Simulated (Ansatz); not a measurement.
Job for Ansatz (an electronic-structure program): R-PBE/def2-TZVPP on CH3N (SMILES [CH]N), 2S+1 = 1, a spin state set in the input, which need not be the lowest.

Ansatz 0.2 input:
```yaml
crystal:
  periodic: [false, false, false]
  atoms:
    - {symbol: C, position_ang: [0.69308464, -0.37122937, 0.01873186]}
    - {symbol: N, position_ang: [-0.50291908, 0.15175328, -0.00697891]}
    - {symbol: H, position_ang: [1.40624202, 0.47276082, -0.03092616]}
    - {symbol: H, position_ang: [-0.72992403, 1.14501821, -0.06212570]}
    - {symbol: H, position_ang: [-1.31439225, -0.45267574, 0.02951309]}
basis:
  gaussian:
    orbitals: def2-TZVPP
hamiltonian:
  xc: {name: PBE}
```

It printed:

```
WARN ansatz: RAYON_NUM_THREADS=1 ignored (pool sized by the plan → 1); use --threads N
Functional definition: PBE
integrals: 0.02 GiB planned
512 factors; their error is unknown
mean field: 0.21 GiB planned
mean field evaluation 1: about -2564.6653 eV, gradient 5.5e1 eV
mean field evaluation 2: about -2553.7196 eV, gradient 8.6e1 eV
mean field evaluation 4: about -2570.9805 eV, gradient 1.0e1 eV
mean field evaluation 8: about -2571.2345 eV, gradient 3.5e-2 eV
mean field evaluation 16: about -2571.2259 eV, gradient 1.8e-5 eV
mean field -2571.22588140 eV, -94.4908083019 hartree, gradient 1.8e-5 eV, S^2 0.000000; 0 other end points of the search recorded, 0 dependent functions left out
reference -2571.22591080 eV, -94.4908093824 hartree; 8, 8 occupied and 96, 96 virtual orbitals, 512 factors
Total energy: -2571.22591080 eV, -94.4908093824 hartree
```

Self-consistency was reached.

Cost: about 0.8 core-seconds (a rough figure).
